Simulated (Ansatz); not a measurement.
Species: C₅H₁₀O, net charge 0, singlet state. SMILES: C(C)CCC=O
Coordinates optimised at B3LYP-D3(BJ)/def2-TZVP (Ansatz, a program for electronic structure):
```
C
H 1 1.0931
H 1 1.0931 2 105.69
C 1 1.5212 2 109.16 3 117.29
H 4 1.0983 1 111.42 2 64.30
H 4 1.0983 5 104.53 1 -120.46
C 4 1.5036 5 106.87 6 -113.07
O 7 1.2038 4 125.09 5 -124.27
H 7 1.1118 8 120.25 4 180.00
C 1 1.5266 2 109.86 3 -118.47
H 10 1.0952 1 109.35 2 -64.19
H 10 1.0952 11 106.08 1 117.82
C 10 1.5257 11 109.53 12 118.12
H 13 1.0914 10 111.47 11 -57.97
H 13 1.0925 14 107.81 10 122.09
H 13 1.0925 14 107.81 15 115.82
```

Wanted: atomisation energy (electronic, to ground-state atoms), in eV. Correlated levels leave the core frozen unless marked. Open shells are spin-unrestricted. No spin-orbit coupling. Non-relativistic. The coupled-cluster limit lacks core correlation, which all-electron functionals hold. CBS marks a two-point X^-3 extrapolation of the correlation energy; Hartree-Fock from the larger set.

```
level                               program  atomisation energy (eV)
---------------------------  --------------  -----------------------
HF/aug-cc-pVDZ                       Ansatz                    49.72
B2GP-PLYP-D4/def2-TZVPD      Ansatz + dftd4                    66.82
B2PLYP-D3(BJ)/def2-TZVPD     Ansatz + dftd3                    67.07
RI-MP2/CBS(cc-pVTZ,cc-pVQZ)          Ansatz                    68.55
```

Q: Estimate the value at CCSD(T)/CBS(cc-pVTZ,cc-pVQZ) as computed with Ansatz.

A: 67.57 eV, so RI-MP2/CBS(cc-pVTZ,cc-pVQZ) differs from it by 0.98 eV.
